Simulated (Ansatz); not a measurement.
Two isomers of CH7FSiSn: A = `FC[SiH2][SnH3]`, B = `F[CH2][SnH2][SiH3]`.

Computed with Ansatz on PBE0-D4/def2-TZVP structures; ΔE is electronic, products minus reactants. CCSD(T)/CBS adds triple-zeta CCSD(T) − MP2 to the extrapolated MP2 energy (def2 sets, frozen cores). DFT in def2-TZVPP. B3LYP here is the variant with VWN-RPA as its local correlation; programs differ in this. def2 core potentials past Kr. For Sn outer-core shells are correlated without core-valence functions, which leaves a few kJ/mol of doubt a bond. One conformer a species, not always the lowest.

(1) Which isomer does CCSD(T)/CBS put lower? Give the gap. (An estimate is asked.)

(2) Give E(B) − E(A) in kcal/mol with ωB97M-V, CCSD/def2-TZVPP, MP2/def2-TZVPP, PBE-D4, B3LYP-D4, r2SCAN-D4, B2PLYP. (Estimate.)

Largest T1 diagnostic: 0.013.

Answers

(1) The calculation gave: A, by 2.6 kcal/mol.

(2) Ansatz gave: ωB97M-V 4.0, CCSD/def2-TZVPP 3.2, MP2/def2-TZVPP 2.7, PBE-D4 3.4, B3LYP-D4 3.4, r2SCAN-D4 3.7, B2PLYP 3.1. None reverses the order clearly.

In def2-TZVPP, CCSD(T) changes the Hartree–Fock value by −1.1 kcal/mol (the triples alone add −0.2 kcal/mol) and MP2 by −1.4 kcal/mol.
